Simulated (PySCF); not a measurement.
## Unknowns

Theory: shielding tensors at PBE0/pcSseg-1 (GIAO), coordinates at the PBE0-D3(BJ)/def2-SVP level, couplings computed with B3LYP/pcJ-1 (spin–dipole term left out of most H,H and C,H couplings), in PySCF 2.14 (one computed conformer, no relativistic terms, isolated molecule, rapidly exchanging positions averaged).

References, each an isolated molecule treated in the same way: 1H and 13C vs TMS. Multiplet labels drop J under 1 Hz and among equivalent protons, and merge close values. Unscaled 3J(H,H) run several per cent high. Splittings of carbon signals by F and P are missing where no couplings were computed. Where no couplings were computed, multiplicities follow the n + 1 count of equivalent neighbours, and m marks all less simple cases (inequivalent or close neighbours, rings, F or P nearby). One-bond C–F couplings are unscaled and too large by tens of Hz. Shifts are as computed. Against solution values, carbons near 30 ppm lie about +2 ppm off and those near 130 ppm about +5 ppm. Of 1211 compounds with measured shifts, 218 miss one by over three times the rms of a fit or turn the order of signals round; such compounds aren't used in these exercises.

Problem. C9H11F. 1H NMR (400 MHz, computed): δ 7.49 (m, 2H), 7.49 (m, 2H), 7.39 (m, 1H), 1.54 (m, 6H). 13C{1H} NMR (computed): δ 152.7, 133.7, 132.3, 128.8, 94.9, 31.6. What is it?

Solution. PhCF(CH3)2. Rings plus π bonds: 4 (1 ring in the answer). 6 carbon signals for 9 carbons: some carbons are equivalent by symmetry or fast rotation. Carbon types of the structure: 2 × C, 5 × CH, 2 × CH3, which accounts for all hydrogens. δC 152.7: substituted aromatic carbon. δC 133.7, 132.3, 128.8: aromatic CH; the aromatic region. δC 94.9: fully substituted sp3 carbon bonded to F, on an aromatic ring; pulled downfield by the heteroatom. δC 31.6: methyl carbon; a saturated carbon with 1 carbon neighbour and no heteroatom attached.

The data come from this structure; uniqueness wasn't tested.

Problem. C5H9F. 1H NMR (400 MHz, computed): δ 5.07 (dq, J = 21.0, 8.5 Hz, 1H), 2.12 (dqq, J = 20.4, 8.4, 1.1 Hz, 2H), 1.66 (ddt, J = 8.5, 3.3, 1.1 Hz, 3H), 1.09 (t, J = 8.4 Hz, 3H). 13C{1H} NMR (computed): δ 169.5 (C, d, J = 316.8 Hz), 105.6 (CH, d, J = 26.8 Hz), 23.3 (CH2, d, J = 28.1 Hz), 13.5 (CH3, d, J = 6.6 Hz), 13.0 (CH3). Identify the compound.

Solution. SMILES C/C=C(/F)CC. The formula gives 1 degree of unsaturation (no ring in the answer). 5 carbon signals for 5 carbons: no two carbons are equivalent. Carbon types of the structure: 1 × C, 1 × CH, 1 × CH2, 2 × CH3, which accounts for all hydrogens. δC 169.5: fully substituted alkene carbon. δC 105.6: alkene CH; as expected for a trigonal carbon in a double bond. δC 23.3: allylic sp3 CH2; saturated and bonded to C and H only. δH 2.12: hydrogen on an allylic sp3 CH2; allylic position. The protons at 1.66 and 5.07 share a coupling of 8.5 Hz (vicinal). The protons at 2.12 and 1.09 share a coupling of 8.4 Hz (vicinal).

The data come from this structure; uniqueness wasn't tested.
